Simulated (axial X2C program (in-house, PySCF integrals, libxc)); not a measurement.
Spin–orbit effects down a group: molecules with Br, HF

Computed with an in-house all-electron X2C program for linear molecules (integrals from PySCF), spin-free (one-electron X2C) or two-component (2c: spin–orbit coupling with atomic mean-field Coulomb and Gaunt terms, which also bring small scalar terms), in Dyall basis sets with cores contracted in-house; open shells are unrestricted.

Basis sets: Al dyall-v3z, B dyall-v3z, Br dyall-cv3z, Ga dyall-cv3z, In dyall-cv3z.

| molecule | spin-free state | Re (Å) | ωe (cm⁻¹) | De (eV) | 2c state | Re 2c (Å) | ωe 2c (cm⁻¹) | De 2c (eV) |
| --- | --- | --- | --- | --- | --- | --- | --- | --- |
| BBr | M_S = 0, Λ = 0 | 1.896 | 686.6 | 3.04 | Ω = 0 | 1.897 | 685.7 | 2.87 |
| AlBr | M_S = 0, Λ = 0 | 2.326 | 368.0 | 3.46 | Ω = 0 | 2.327 | 367.5 | 3.30 |
| GaBr | M_S = 0, Λ = 0 | 2.391 | 255.6 | 3.19 | Ω = 0 | 2.392 | 255.3 | n/a |
| InBr | M_S = 0, Λ = 0 | 2.586 | 213.1 | 3.06 | Ω = 0 | 2.587 | 213.1 | 2.72 |

(1) Work out the shifts from the spin-free to the two-component result.

Each entry is the lowest single determinant of a limited PBE0 search at one distance. De goes to single-determinant-based atoms at the same level (for ions the charge split of lowest energy) and is withheld (n/a) where an atom does not fit its ground term or J level. Main or longest-lived isotopes. Some light 2c atoms are not at their ground J level, so De misses part of their lowering (0.04 eV or less).

## Answers

(1) 

```tsv
molecule	2c state	ΔRe (Å)	Δωe (cm⁻¹)	ΔDe (eV)
BBr	Ω = 0	0.001	-0.9	-0.17
AlBr	Ω = 0	0.001	-0.5	-0.16
GaBr	Ω = 0	0.001	-0.3	n/a
InBr	Ω = 0	0.001	0.0	-0.34
```

Shifts of one unit in the last digit are rounding.
